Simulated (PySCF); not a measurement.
In(Me)3(AsH3) (C₃H₁₂AsIn), SMILES [CH3][In]([CH3])([CH3])<-[AsH3] (connectivity only; charge and spin as stated), neutral, multiplicity 1. Atoms are numbered in the order given.

```xyz
17

In     0.0050     0.4828     0.8451
C      2.1964     0.6800     0.8786
H      2.6841    -0.3069     0.8939
H      2.5059     1.2249     1.7854
H      2.5580     1.2441     0.0051
C     -0.9554    -1.1612     1.9483
H     -1.9542    -1.3826     1.5416
H     -1.0758    -0.8773     3.0066
H     -0.3433    -2.0755     1.9111
C     -1.2234     2.1341     0.0665
H     -1.3876     2.8808     0.8606
H     -2.2084     1.7734    -0.2676
H     -0.7233     2.6391    -0.7743
As    -0.0109    -1.0417    -1.8236
H      0.7309    -2.3593    -1.9983
H      0.5271    -0.4195    -3.1042
H     -1.3046    -1.5372    -2.4542
```

Geometry optimised at B3LYP-D3(BJ)/def2-SVP. The isomer is the one that the SMILES or the coordinates give; other isomers of the formula were not compared. The def2 effective core potentials stand for the cores of In; spin–orbit coupling is left out. The values are those of a single conformer.

Method: M06-2X/def2-TZVP (PySCF).

ESP charges are fitted to the potential on shells at 1.4 to 2.0 van der Waals radii. Atomic charges (e):

| atom | ESP fit | Mulliken |
|---|---|---|
| In1 | 0.99 | ? |
| C2 | -0.88 | ? |
| H3 | 0.16 | 0.15 |
| H4 | 0.18 | 0.15 |
| H5 | 0.16 | 0.15 |
| C6 | -0.91 | ? |
| H7 | 0.17 | 0.15 |
| H8 | 0.19 | 0.15 |
| H9 | 0.17 | 0.15 |
| C10 | -0.92 | ? |
| H11 | 0.19 | 0.15 |
| H12 | 0.17 | 0.15 |
| H13 | 0.17 | 0.15 |
| As14 | 0.08 | ? |
| H15 | 0.02 | 0.09 |
| H16 | 0.02 | 0.09 |
| H17 | 0.02 | 0.09 |

### Question
Complete the blanks. (The exact figures need the calculation; the answer reports its results.)

### Answer

- In1, Mulliken: 0.84
- C2, Mulliken: -0.76
- C6, Mulliken: -0.76
- C10, Mulliken: -0.76
- As14, Mulliken: -0.19
